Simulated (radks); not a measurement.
Values are calculated unless marked as measured or tabulated.
Task: These are the eigenvalues of the occupied orbitals of an atom or ion with whole-number occupations (hartree). Level of theory: Dirac Kohn-Sham, BLYP, spin-unpolarised, spherical densities, finite nucleus; Fermi nuclear charge, rms radius of each element as measured or else 0.836 A^(1/3) + 0.57 fm (a radial shooting solver on a logarithmic mesh with Libxc functionals).

1s1/2: -1839.213
2s1/2: -303.5125
2p1/2: -288.2385
2p3/2: -262.6573
3s1/2: -67.25349
3p1/2: -60.62686
3p3/2: -55.38051
3d3/2: -43.92276
3d5/2: -42.77959
4s1/2: -13.52315
4p1/2: -10.94310
4p3/2: -9.77442
4d3/2: -5.52142
4d5/2: -5.31021
5s1/2: -1.81052
5p1/2: -1.10102
5p3/2: -0.94115
4f5/2: -0.31522
4f7/2: -0.28758
6s1/2: -0.14543
5d3/2: -0.09129

Which element is it, and in what charge state? The configuration may be excited. Open shells, if any, fill j = l - 1/2 first.

Result: Z = 64, gadolinium, charge 0: Gd in [Xe] 4f7 5d1 6s2. The list shows which subshells hold electrons but not how many an open one holds; the 1s level, -1839.2 hartree, gives Z - s = 60.7 by -(Z - s)^2/2, which with screening and relativity narrows Z to a few neighbours, and the depths of the outer levels then fix element, charge and occupations together.
